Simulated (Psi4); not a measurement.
Level of theory: Psi4 1.11 with SAPT0/jun-cc-pVDZ, frozen core.

Psi4 input:

```
molecule {
0 1
F -0.66685658 -0.65082217 -0.94327187
C -0.00000247 0.00000769 0.00004816
F -0.51818822 1.21103510 0.15161140
F -0.08904456 -0.66496605 1.14387212
F 1.27409183 0.10474543 -0.35225982
--
0 1
Cl 3.38079776 1.69973733 -5.51064406
B 3.77627539 0.82827740 -4.05115043
Cl 5.33047157 1.05804562 -3.29122172
Cl 2.61809381 -0.27447893 -3.35232589
units angstrom
symmetry c1
no_reorient
no_com
}
set basis jun-cc-pvdz
set scf_type df
set freeze_core true
energy('sapt0')
```

Part of the output:

```
    SAPT Results
  --------------------------------------------------------------------------------------------------------
    Electrostatics                 -0.35350717 [mEh]      -0.22182910 [kcal/mol]      -0.92813295 [kJ/mol]
      Elst10,r                     -0.35350717 [mEh]      -0.22182910 [kcal/mol]      -0.92813295 [kJ/mol]

    Exchange                        1.27238571 [mEh]       0.79843409 [kcal/mol]       3.34064822 [kJ/mol]
      Exch10                        1.27238571 [mEh]       0.79843409 [kcal/mol]       3.34064822 [kJ/mol]
      Exch10(S^2)                   1.27126858 [mEh]       0.79773308 [kcal/mol]       3.33771521 [kJ/mol]

    Induction                      -0.05718732 [mEh]      -0.03588559 [kcal/mol]      -0.15014530 [kJ/mol]
      Ind20,r                      -0.43028680 [mEh]      -0.27000904 [kcal/mol]      -1.12971784 [kJ/mol]
      Exch-Ind20,r                  0.44001172 [mEh]       0.27611152 [kcal/mol]       1.15525060 [kJ/mol]
      delta HF,r (2)               -0.06691224 [mEh]      -0.04198806 [kcal/mol]      -0.17567806 [kJ/mol]

    Dispersion                     -0.85491654 [mEh]      -0.53646823 [kcal/mol]      -2.24458306 [kJ/mol]
      Disp20                       -0.92763653 [mEh]      -0.58210071 [kcal/mol]      -2.43550938 [kJ/mol]
      Exch-Disp20                   0.07271999 [mEh]       0.04563248 [kcal/mol]       0.19092632 [kJ/mol]
      Disp20 (SS)                  -0.46381827 [mEh]      -0.29105036 [kcal/mol]      -1.21775469 [kJ/mol]
      Disp20 (OS)                  -0.46381827 [mEh]      -0.29105036 [kcal/mol]      -1.21775469 [kJ/mol]
      Exch-Disp20 (SS)              0.03823663 [mEh]       0.02399385 [kcal/mol]       0.10039025 [kJ/mol]
      Exch-Disp20 (OS)              0.03448337 [mEh]       0.02163864 [kcal/mol]       0.09053607 [kJ/mol]

  Total HF                          0.86169122 [mEh]       0.54071940 [kcal/mol]       2.26236997 [kJ/mol]
  Total SAPT0                       0.00677468 [mEh]       0.00425117 [kcal/mol]       0.01778691 [kJ/mol]
```
